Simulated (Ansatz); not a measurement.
Start from `CC[Se][SiH3]` and change one atom or group to get `CC[SeH]`.

Ansatz, PBE0-D4/def2-TZVP geometries, multiplicity 1. Each molecule was computed in one conformer, which needn't be the lowest.

Scalar relativity is left out up to krypton.

```tsv
property	`CC[Se][SiH3]`
ideal-gas entropy at 298 K and 1 bar (rigid rotor, harmonic PBE0-D4/def2-TZVP) / J/(mol·K)	361
LUMO energy (PBE0/def2-TZVPP) / eV	-0.09
HOMO energy (B3LYP/def2-TZVPP) / eV	-6.33
zero-point energy (PBE0-D4/def2-TZVP) / kJ/mol	240.2
HOMO energy (PBE/def2-TZVPP) / eV	-5.43
HOMO energy (ωB97M-V/def2-TZVPP) / eV	-8.72
```

What does the change do to each property? (Best estimate.)

Computed: 
| property | `CC[SeH]` | shift |
| --- | --- | --- |
| ideal-gas entropy at 298 K and 1 bar (rigid rotor, harmonic PBE0-D4/def2-TZVP) / J/(mol·K) | 299 | -62 |
| LUMO energy (PBE0/def2-TZVPP) / eV | 0.14 | 0.23 |
| HOMO energy (B3LYP/def2-TZVPP) / eV | -6.24 | 0.09 |
| zero-point energy (PBE0-D4/def2-TZVP) / kJ/mol | 192.8 | -47.4 |
| HOMO energy (PBE/def2-TZVPP) / eV | -5.31 | 0.12 |
| HOMO energy (ωB97M-V/def2-TZVPP) / eV | -8.68 | 0.04 |

With PBE0 the HOMO rises by 0.09 eV and the LUMO rises by 0.23 eV, so the gap widens by about 0.14 eV. PBE moves the HOMO by 0.12 eV and ωB97M-V by 0.04 eV. The zero-point energy changes by -47.4 kJ/mol with -9 modes. Modes under 60 cm⁻¹, often nearly free rotors, make the harmonic entropy too high.

B3LYP here is the variant with VWN-RPA as its local correlation; programs differ in this.

Spin–orbit coupling is left out; it splits and shifts lone-pair levels of the heavy atoms by tenths of an eV.
